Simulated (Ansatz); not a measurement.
Cartesian coordinates in Å:
```
F -0.047 -2.008 -0.983
C -0.558 -1.618 0.253
Si -0.809 0.259 0.217
F -1.258 0.689 1.701
Si 1.169 1.363 -0.385
H -1.495 -2.158 0.423
H 0.151 -1.917 1.031
H -1.927 0.592 -0.705
H 1.491 1.054 -1.803
H 0.995 2.832 -0.233
H 2.289 0.913 0.483
```

Total charge 0; spin multiplicity 1.

Problem. List the CAM-B3LYP/def2-TZVPP orbital energies in eV (Ansatz 0.2.0). (Best estimate.)

Solution. The calculation gave: Occupied: -1802.01, -1800.98, -673.55, -673.51, -280.80, -146.49, -145.61, -101.88, -101.79, -101.79, -100.93, -100.93, -100.92, -34.93, -34.64, -21.45, -17.84, -16.51, -15.67, -15.55, -15.02, -14.36, -14.11, -13.03, -11.79, -11.53, -11.48, -10.43, -9.60. Lowest empty: 0.35, 1.01, 1.72, 2.10, 2.38, 2.50, 3.17, 3.42.
